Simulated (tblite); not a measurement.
A geometry optimisation, step by step.

Compound: C4H14BFSi2.
Numbering: `[BH2:1][SiH2:2][C@H:3]([CH2:4][F:5])[CH2:6][SiH2:7][CH3:8]` (hydrogens: H9, H10 on B1; H11, H12 on Si2; H13 on C3; H14, H15 on C4; H16, H17 on C6; H18, H19 on Si7; H20, H21, H22 on C8)

Computed with GFN2-xTB (tblite), gas phase: L-BFGS steps from a force-field or distance-geometry start until the largest atomic force falls under 0.01 eV/Å. 8 of its 203 geometries are shown.

Step 0: E = -681.9113 eV, largest atomic force 1.846 eV/Å
```
atom  x, y, z in Å  |  force x, y, z in eV/Å
B1     -3.745    0.592    0.166   -1.560   0.164   0.974
Si2    -2.091    0.066    0.968   -0.666  -0.161   0.386
C3     -0.633    0.222   -0.217   -0.780  -0.420  -0.260
C4     -0.474   -1.159   -0.830   -0.081  -0.077   0.652
F5     -0.205   -2.046    0.225    0.133   0.153  -0.973
C6      0.523    0.627    0.652   -0.595   0.994   0.922
Si7     2.115    0.872   -0.254    0.969   0.983   0.025
C8      3.155   -0.667   -0.403    1.086  -0.211  -0.497
H9     -4.046    1.737    0.236    0.056  -0.345  -0.504
H10    -4.665   -0.179    0.253    0.476   0.472  -0.531
H11    -1.799    0.966    2.097   -0.016  -0.032   0.159
H12    -2.118   -1.305    1.505    0.078   0.106   0.148
H13    -0.861    0.932   -1.024    0.396  -0.066   0.116
H14     0.364   -1.179   -1.528   -0.041  -0.371  -0.041
H15    -1.428   -1.508   -1.279    0.613   0.085  -0.008
H16     0.218    1.620    1.113    0.514  -1.029  -0.331
H17     0.586   -0.100    1.482    0.174   0.389  -0.349
H18     2.913    1.831    0.547   -0.047  -0.031  -0.095
H19     1.949    1.512   -1.562   -0.199  -0.031  -0.144
H20     2.603   -1.555   -0.728    0.369   0.176   0.395
H21     3.695   -0.811    0.550   -0.419  -0.363  -0.594
H22     3.933   -0.451   -1.173   -0.460  -0.383   0.549
```

Step 29: E = -682.5448 eV, largest atomic force 0.113 eV/Å
```
atom  x, y, z in Å  |  force x, y, z in eV/Å
B1     -3.896    0.600    0.258    0.017  -0.001  -0.013
Si2    -2.225    0.061    1.119    0.027   0.014   0.029
C3     -0.689    0.191   -0.073    0.027   0.044   0.068
C4     -0.434   -1.114   -0.810   -0.025   0.059   0.001
F5     -0.078   -2.123    0.055   -0.050   0.023  -0.018
C6      0.558    0.646    0.693    0.024   0.003   0.022
Si7     2.167    0.906   -0.310   -0.073   0.011   0.008
C8      3.206   -0.675   -0.438    0.015  -0.027   0.014
H9     -4.115    1.720    0.011    0.013   0.059  -0.031
H10    -4.751   -0.155    0.009   -0.009  -0.064  -0.025
H11    -1.903    0.954    2.262    0.016  -0.088  -0.069
H12    -2.211   -1.298    1.691    0.082   0.047  -0.012
H13    -0.903    0.934   -0.852    0.007  -0.027   0.026
H14     0.392   -1.020   -1.525    0.023   0.021   0.002
H15    -1.327   -1.457   -1.345   -0.042  -0.037   0.036
H16     0.317    1.587    1.193    0.017  -0.019  -0.023
H17     0.757   -0.073    1.491   -0.034  -0.023  -0.017
H18     2.960    1.924    0.391    0.023   0.037   0.009
H19     1.864    1.421   -1.656   -0.061  -0.021  -0.018
H20     2.628   -1.549   -0.720   -0.055  -0.014  -0.024
H21     3.669   -0.901    0.517    0.033  -0.009   0.055
H22     4.003   -0.560   -1.165    0.025   0.012  -0.019
```

Step 58: E = -682.5779 eV, largest atomic force 0.059 eV/Å
```
atom  x, y, z in Å  |  force x, y, z in eV/Å
B1     -3.792    0.513    0.161    0.015  -0.014   0.024
Si2    -2.203    0.080    1.211    0.031   0.001  -0.011
C3     -0.681    0.255    0.014    0.003   0.009   0.002
C4     -0.524   -1.014   -0.809   -0.012   0.013   0.014
F5     -0.190   -2.090   -0.021    0.014   0.014   0.002
C6      0.604    0.613    0.760    0.016  -0.015  -0.004
Si7     2.136    0.894   -0.348    0.026   0.003  -0.004
C8      3.189   -0.683   -0.414   -0.005  -0.003   0.004
H9     -4.014    1.613   -0.171   -0.018   0.003   0.001
H10    -4.538   -0.308   -0.208   -0.019  -0.012  -0.023
H11    -1.926    0.979    2.350    0.014   0.021  -0.027
H12    -2.097   -1.268    1.794    0.006   0.017   0.007
H13    -0.880    1.050   -0.713   -0.055   0.009   0.020
H14     0.275   -0.922   -1.556   -0.023  -0.013   0.027
H15    -1.464   -1.282   -1.307    0.023   0.010  -0.035
H16     0.417    1.520    1.337   -0.003  -0.019  -0.002
H17     0.820   -0.173    1.485   -0.033  -0.020   0.019
H18     2.930    2.004    0.196   -0.001  -0.015   0.002
H19     1.702    1.275   -1.703    0.004   0.008  -0.009
H20     2.601   -1.549   -0.705    0.011  -0.006  -0.010
H21     3.616   -0.902    0.561    0.014   0.010  -0.006
H22     4.010   -0.585   -1.118   -0.009  -0.001   0.009
```

Step 87: E = -682.5986 eV, largest atomic force 0.054 eV/Å
```
atom  x, y, z in Å  |  force x, y, z in eV/Å
B1     -3.773    0.352    0.150    0.003   0.015   0.012
Si2    -2.183    0.189    1.268    0.012  -0.003  -0.037
C3     -0.697    0.314    0.022    0.007  -0.033   0.002
C4     -0.625   -0.916   -0.868   -0.022   0.000  -0.022
F5     -0.449   -2.066   -0.131   -0.014   0.044   0.024
C6      0.617    0.527    0.771    0.010   0.002  -0.016
Si7     2.144    0.847   -0.331    0.004  -0.009  -0.011
C8      3.237   -0.703   -0.404   -0.013   0.015   0.000
H9     -4.210    1.406   -0.117   -0.015  -0.052   0.000
H10    -4.271   -0.573   -0.365   -0.039  -0.013  -0.006
H11    -1.951    1.283    2.235    0.016   0.007  -0.021
H12    -1.943   -1.028    2.060   -0.024  -0.002  -0.032
H13    -0.872    1.164   -0.648    0.031  -0.034   0.024
H14     0.220   -0.875   -1.566    0.013   0.032   0.042
H15    -1.550   -1.059   -1.438   -0.046   0.014   0.007
H16     0.489    1.378    1.439    0.006  -0.007   0.035
H17     0.788   -0.344    1.406    0.017   0.026   0.011
H18     2.912    1.963    0.236    0.017   0.018  -0.015
H19     1.712    1.228   -1.687    0.014   0.015   0.007
H20     2.667   -1.588   -0.676    0.025   0.007   0.007
H21     3.690   -0.892    0.566    0.004  -0.027  -0.030
H22     4.039   -0.586   -1.127   -0.007  -0.017   0.018
```

Step 115: E = -682.6143 eV, largest atomic force 0.025 eV/Å
```
atom  x, y, z in Å  |  force x, y, z in eV/Å
B1     -3.830    0.192    0.169    0.002  -0.004  -0.004
Si2    -2.188    0.318    1.220    0.007  -0.023  -0.005
C3     -0.667    0.381    0.020    0.005   0.001   0.004
C4     -0.677   -0.827   -0.899    0.004  -0.003  -0.001
F5     -0.710   -1.996   -0.171   -0.008  -0.011  -0.009
C6      0.653    0.470    0.788    0.003   0.011   0.007
Si7     2.193    0.816   -0.293   -0.006   0.004  -0.013
C8      3.287   -0.730   -0.414    0.001  -0.003   0.002
H9     -4.514    1.124   -0.017    0.003  -0.009  -0.010
H10    -4.161   -0.810   -0.336   -0.010   0.006   0.013
H11    -2.018    1.532    2.046    0.008   0.007   0.003
H12    -1.917   -0.794    2.147    0.008   0.009   0.004
H13    -0.762    1.261   -0.625    0.002   0.003   0.001
H14     0.225   -0.881   -1.520    0.001   0.003  -0.003
H15    -1.565   -0.840   -1.541    0.001   0.002  -0.002
H16     0.562    1.263    1.531    0.001   0.005   0.011
H17     0.786   -0.457    1.348   -0.012   0.009  -0.002
H18     2.972    1.919    0.288   -0.009  -0.003   0.004
H19     1.765    1.230   -1.640    0.006   0.007  -0.009
H20     2.718   -1.613   -0.692   -0.007  -0.001   0.002
H21     3.764   -0.938    0.539   -0.002  -0.018   0.004
H22     4.074   -0.599   -1.151    0.001   0.008   0.002
```

Step 144: E = -682.6259 eV, largest atomic force 0.044 eV/Å
```
atom  x, y, z in Å  |  force x, y, z in eV/Å
B1     -3.778    0.010    0.208    0.001   0.037   0.004
Si2    -2.157    0.322    1.247   -0.006  -0.035   0.014
C3     -0.658    0.443    0.024    0.022   0.001   0.004
C4     -0.695   -0.715   -0.955   -0.004  -0.005   0.005
F5     -0.889   -1.912   -0.300    0.004  -0.011   0.011
C6      0.665    0.500    0.790    0.017  -0.003  -0.005
Si7     2.213    0.826   -0.286    0.002   0.000  -0.001
C8      3.230   -0.775   -0.406   -0.008  -0.001  -0.013
H9     -4.328    0.892   -0.331   -0.005  -0.020  -0.026
H10    -4.222   -1.060    0.058   -0.019  -0.021  -0.002
H11    -2.080    1.602    1.983   -0.002  -0.001   0.017
H12    -1.777   -0.698    2.241    0.005   0.036  -0.021
H13    -0.764    1.352   -0.574    0.029   0.021   0.025
H14     0.241   -0.827   -1.516   -0.012   0.026   0.009
H15    -1.530   -0.613   -1.658   -0.014  -0.018   0.007
H16     0.585    1.282    1.547    0.004  -0.010  -0.022
H17     0.788   -0.438    1.336   -0.027   0.013  -0.010
H18     3.030    1.896    0.303   -0.012  -0.019   0.014
H19     1.797    1.269   -1.628    0.028  -0.009   0.006
H20     2.643   -1.581   -0.838    0.011  -0.030  -0.014
H21     3.559   -1.108    0.574   -0.002   0.029   0.003
H22     4.115   -0.646   -1.022   -0.010   0.020  -0.006
```

Step 173: E = -682.6365 eV, largest atomic force 0.038 eV/Å
```
atom  x, y, z in Å  |  force x, y, z in eV/Å
B1     -3.759   -0.091    0.211   -0.008   0.011  -0.005
Si2    -2.164    0.343    1.251   -0.029   0.018   0.007
C3     -0.663    0.495    0.035    0.009  -0.005   0.006
C4     -0.720   -0.642   -0.968    0.000  -0.005  -0.005
F5     -0.883   -1.853   -0.327    0.009   0.001  -0.002
C6      0.663    0.513    0.792    0.028  -0.001   0.004
Si7     2.231    0.799   -0.264    0.017   0.016  -0.030
C8      3.225   -0.810   -0.431   -0.006   0.010  -0.009
H9     -4.167    0.636   -0.613    0.011  -0.002   0.001
H10    -4.336   -1.098    0.347    0.002  -0.005   0.009
H11    -2.178    1.642    1.959    0.003  -0.005  -0.018
H12    -1.728   -0.619    2.277   -0.002  -0.010   0.012
H13    -0.758    1.423   -0.536    0.011  -0.010  -0.013
H14     0.199   -0.732   -1.559    0.004   0.004   0.000
H15    -1.581   -0.540   -1.640   -0.003   0.003  -0.001
H16     0.606    1.298    1.547   -0.010  -0.001   0.018
H17     0.759   -0.426    1.339   -0.011  -0.013   0.008
H18     3.068    1.825    0.377   -0.011  -0.016  -0.004
H19     1.866    1.289   -1.605   -0.004   0.005   0.019
H20     2.659   -1.589   -0.937   -0.001   0.001   0.006
H21     3.513   -1.200    0.541   -0.006   0.012   0.002
H22     4.136   -0.645   -0.999   -0.001  -0.009  -0.005
```

Step 202: E = -682.6396 eV, largest atomic force 0.010 eV/Å
```
atom  x, y, z in Å  |  force x, y, z in eV/Å
B1     -3.770   -0.097    0.212   -0.001  -0.006   0.003
Si2    -2.171    0.371    1.232    0.003  -0.005   0.001
C3     -0.653    0.484    0.034    0.001   0.003   0.009
C4     -0.702   -0.652   -0.970   -0.003   0.003   0.005
F5     -0.818   -1.868   -0.330   -0.005  -0.006   0.003
C6      0.665    0.489    0.808    0.000  -0.002   0.003
Si7     2.234    0.806   -0.239    0.000   0.000   0.000
C8      3.216   -0.804   -0.455    0.000  -0.006  -0.001
H9     -4.141    0.562   -0.682    0.004   0.000  -0.002
H10    -4.391   -1.060    0.445    0.002   0.005  -0.004
H11    -2.192    1.697    1.886   -0.002   0.000  -0.001
H12    -1.751   -0.552    2.302   -0.002   0.004  -0.005
H13    -0.728    1.410   -0.545    0.000  -0.002   0.001
H14     0.208   -0.713   -1.579    0.001  -0.004   0.002
H15    -1.577   -0.571   -1.625    0.000   0.000  -0.007
H16     0.597    1.253    1.583    0.003   0.000  -0.005
H17     0.757   -0.465    1.330   -0.002   0.002   0.002
H18     3.077    1.804    0.433    0.004   0.004   0.007
H19     1.861    1.345   -1.558   -0.001   0.003  -0.007
H20     2.625   -1.584   -0.929   -0.007   0.002  -0.004
H21     3.543   -1.190    0.507    0.007   0.004   0.000
H22     4.101   -0.646   -1.062   -0.002   0.000   0.000
```

Task: Summarise the path.

Result: The energy falls by 70.28 kJ/mol from step 0 to step 202; nine tenths of that is first reached at step 41. It rises by more than 0.2 meV at step 136. The largest force goes from 1.846 to 0.010 eV/Å. Among the bonds C6–Si7 changes most, from 1.849 to 1.912 Å; the atoms move by 0.669 Å rms after alignment.

What follows is the cost of the whole relaxation. On one thread of an Arm Neoverse N1, shared host with 64 logical CPUs at a one-minute load of 58, this took 3.2 s of wall time.
